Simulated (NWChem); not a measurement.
## A convergence study on GeTe (SMILES [Ge][Te])

GeTe has 2 atoms, charge 0, and is taken as a singlet. SMILES: `[Ge][Te]`. Geometry: the measured bond length.

```xyz
2

Ge    0.0000    0.0000    0.0000
Te    0.0000    0.0000    2.3402
```

Program: NWChem 7.3.0. Method: MP2 (core potential). Swept: basis set. Watched: the total energy. Each run: gradient, 13 core orbitals frozen. Hardware: 1 thread of Intel Xeon 6975P-C (Granite Rapids), shared host.

The last row is the best point of the sweep, not the limit.

| basis set | basis functions | energy (Eh) | from the best (mEh) | wall time |
| --- | --- | --- | --- | --- |
| def2-SVP | 58 | -2342.454514 | +634.561 | 37 s |
| def2-SVPD | 73 | -2342.463933 | +625.141 | 61 s |
| def2-TZVP | 98 | -2343.085259 | +3.816 | 2 min |
| def2-TZVPD | 113 | -2343.089075 | 0.000 | 2.3 min |

Over the sweep the value spans 634.561 mEh. Totals converge more slowly than differences, where errors cancel.
